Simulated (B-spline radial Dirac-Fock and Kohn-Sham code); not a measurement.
**Kohn-Sham estimates against Dirac-Fock for the levels of Er**

System: the free erbium atom, configuration [Xe] 4f12 6s2.

The density-functional columns are spherical, spin-unpolarised Dirac-Kohn-Sham results without Breit or QED terms: −ε is minus the orbital energy of the initial state and ΔSCF the difference of two total energies, and "half-occupied" is minus the orbital energy with half an electron removed (Slater transition state). The reference in the last column comes from Dirac-Fock energy differences between relaxed states, corrected for Breit and QED terms. All numbers are from a radial B-spline solver, in eV; a selection of levels is shown. The Kohn-Sham columns are given as differences from the reference. For the 1s level of heavy atoms much of the gap between ΔSCF and the reference is the Breit and QED part, -263.5 eV here; for other levels the error of the functional can be larger.

```csv
level,LDA −ε − DF,LDA half-occupied − DF,PBE −ε − DF,PBE ΔSCF − DF,PBE0 −ε − DF,Dirac-Fock
1s,-239.8,+252.9,-188.4,+304.9,-53.8,57482.3
2s,-144.9,-58.7,-137.6,-51.5,-81.9,9757.6
2p1/2,-103.4,+7.8,-100.1,+11.2,-52.9,9264.0
2p3/2,-112.7,-15.0,-110.5,-12.7,-63.9,8357.5
3s,-69.8,-47.5,-67.7,-45.3,-41.0,2223.1
3p1/2,-54.0,-29.8,-53.0,-28.8,-29.9,2008.1
3p3/2,-53.0,-31.1,-52.4,-30.3,-30.3,1814.9
3d3/2,-32.5,-5.5,-32.5,-5.3,-15.1,1451.9
3d5/2,-33.3,-7.1,-33.3,-7.0,-16.1,1410.6
4s,-33.2,-24.4,-32.2,-23.2,-19.8,457.3
4p1/2,-26.1,-17.3,-25.6,-16.7,-15.0,370.6
4p3/2,-26.4,-17.9,-25.8,-17.1,-15.5,327.5
4d3/2,-14.8,-6.5,-14.7,-6.2,-7.5,184.4
4d5/2,-14.9,-6.7,-14.7,-6.4,-7.7,176.6
4f,-2.2,+4.9,-2.4,+4.8,-0.5,5.56
5s,-8.2,-2.2,-8.4,-2.3,-5.1,60.11
5p1/2,-3.9,+1.7,-4.1,+1.6,-2.0,34.25
5p3/2,-4.0,+1.4,-4.1,+1.3,-2.2,28.95
6s,-1.0,+1.5,-1.2,+1.4,-0.7,5.03
```

For the outermost level NIST gives 6.1077 eV (measured); the differences from it are LDA −ε -2.12, LDA half-occupied +0.46, PBE −ε -2.27, PBE ΔSCF +0.28, PBE0 −ε -1.75, Dirac-Fock -1.08 eV.

Values without a named source are computed, but for edge energies of neutral atoms, which are taken from tables.
